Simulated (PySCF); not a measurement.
# Correlation energy of S⁺ (sulfur, charge +1)

[Ne] 3s2 3p3, high-spin 4S determinant. Computed with PySCF 2.14 in cc-pVTZ-DK (5s4p2d1f, 34 functions), with scalar relativity by spin-free X2C-1e. Frozen: [Ne]; 5 electrons correlated.

MP2 pair energies summed by pair of shells (mhartree):

| pair | energy | share (%) |
| --- | --- | --- |
| 3s-3p | -59.10 | 65.8 |
| 3p-3p | -20.56 | 22.9 |
| 3s-3s | -10.10 | 11.3 |

Total MP2 correlation energy: -89.76 mhartree.

Same-spin part -24.23 and opposite-spin part -65.53 mhartree; SCS-MP2 scales them by 1/3 and 6/5 to -86.72 mhartree.

```
  level  correlation energy (mhartree)
   CCSD                        -108.79
    (T)                          -3.44
CCSD(T)                        -112.23
```

Diagnostics: T1 = 0.0033, D1 = 0.0082, largest double amplitude 0.061.

Cost of the coupled-cluster step: 0.48 s of wall time on 1 thread of Neoverse-N1 (shared host), for 5 correlated electrons.

Iterations:

```
CC2 = 0
CCSD nocc = (np.int64(4), np.int64(1)), nmo = (29, 29)
frozen orbitals [[0, 1, 2, 3, 4], [0, 1, 2, 3, 4]]
max_cycle = 100
direct = 0
conv_tol = 1e-08
conv_tol_normt = 1e-06
diis_space = 8
diis_start_cycle = 0
Init t2, MP2 energy = -0.0897639697556851
Init E_corr(UCCSD) = -0.0897639697631902
cycle = 1  E_corr(UCCSD) = -0.104747052120198  dE = -0.0149830824  norm(t1,t2) = 0.0391112
cycle = 2  E_corr(UCCSD) = -0.10767861630749  dE = -0.00293156419  norm(t1,t2) = 0.0109015
cycle = 3  E_corr(UCCSD) = -0.108807955429509  dE = -0.00112933912  norm(t1,t2) = 0.00387633
cycle = 4  E_corr(UCCSD) = -0.108787653944705  dE = 2.03014848e-05  norm(t1,t2) = 0.000504367
cycle = 5  E_corr(UCCSD) = -0.108786773702102  dE = 8.80242602e-07  norm(t1,t2) = 4.26774e-05
cycle = 6  E_corr(UCCSD) = -0.108786516819847  dE = 2.56882255e-07  norm(t1,t2) = 8.12129e-06
cycle = 7  E_corr(UCCSD) = -0.108786675295352  dE = -1.58475505e-07  norm(t1,t2) = 1.68384e-06
cycle = 8  E_corr(UCCSD) = -0.10878662129355  dE = 5.40018016e-08  norm(t1,t2) = 1.95803e-07
cycle = 9  E_corr(UCCSD) = -0.108786626479342  dE = -5.18579175e-09  norm(t1,t2) = 3.44443e-08
UCCSD converged
E(UCCSD) = -398.3602938025857  E_corr = -0.1087866264793417
UCCSD(T) correction = -0.00343687122223397
```
